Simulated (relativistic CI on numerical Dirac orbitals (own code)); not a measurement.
Method of calculation: Dirac-Coulomb-Breit CI, separate exchange-only KLI orbitals for each configuration, a model potential for QED, unscaled Slater integrals (own radial code, finite nucleus).

Configuration list (outside the closed core [Ar] 3d10): 4s²4p⁶, 4s²4p⁵4d, 4s4p⁶4d, 4s²4p⁵4f, 4s4p⁶4f, 4p⁶4d4f, 4s²4p⁵5s, 4s²4p⁵5p, 4s4p⁶5s, 4s²4p⁵5d, 4s4p⁶5p, 4s²4p⁵5f, 4s²4p⁵5g, 4s4p⁶5d, 4p⁶4f5s, 4s²4p⁵6s, 4s4p⁶5f, 4s²4p⁵6p, 4s4p⁶5g, 4s²4p⁵6d, 4s²4p⁵6f, 4p⁶4d², 4p⁵4d³, 4p⁵4d²4f, 4p⁵4d²5s, 4p⁵4d²5p, 4p⁶4f², 4p⁵4d4f², 4p⁵4f³, 4p⁵4f²5s, 4p⁵4f²5p, 4p⁶4d5s, 4p⁵4d4f5s, 4p⁵4d5s², 4p⁵4d5s5p. Double excitations out of closed p, d and f shells are left out; levels of such configurations are missing from the list, as are those of other unlisted configurations, and high levels can miss mixing partners. These lack a partner that the ground configuration has and come out too high: 4s²4p⁵5d, 4s²4p⁵5f, 4s²4p⁵5g, 4s²4p⁵6s, 4s²4p⁵6p.

At this charge energies of transitions that change n are usually good to better than 1 %, and those within a shell (Δn = 0) to a few per cent.

Outline of the computed level scheme of Ta XXXVIII. Lowest level of each configuration: 4s²4p⁶ ¹S0 at 0.000 eV; 4s²4p⁵4d ³P°0 at 145.053 eV; 4s4p⁶4d ³D1 at 333.834 eV; 4s²4p⁵4f ³G4 at 355.606 eV; 4s4p⁶4f ³F°2 at 551.128 eV; 4s²4p⁵5s ³P°2 at 645.054 eV; 4s²4p⁵5p ³P1 at 691.087 eV; 4p⁶4d² ³F2 at 698.368 eV.

Some strong electric-dipole decays among the lowest 45 levels: 4s²4p⁵5s ¹P°1 → 4s²4p⁶ ¹S0 (3.3e+12 s⁻¹); 4s²4p⁵4d ¹P°1 → 4s²4p⁶ ¹S0 (2.7e+12 s⁻¹); 4s²4p⁵5p ³D2 → 4s²4p⁵4d ³F°3 (1.9e+12 s⁻¹); 4s²4p⁵5p ³D3 → 4s²4p⁵4d ³F°4 (1.6e+12 s⁻¹); 4s²4p⁵5p ³P1 → 4s²4p⁵4d ³P°1 (1.1e+12 s⁻¹); 4s²4p⁵5p ³P1 → 4s²4p⁵4d ³D°2 (1.0e+12 s⁻¹); 4s²4p⁵4f ³D1 → 4s²4p⁵4d ³P°1 (7.2e+11 s⁻¹); 4s²4p⁵4d ³D°1 → 4s²4p⁶ ¹S0 (6.7e+11 s⁻¹).

LS names give the leading component of a level, which can be under half, so a name can repeat, a term be missing and a line seem to break the LS rules.
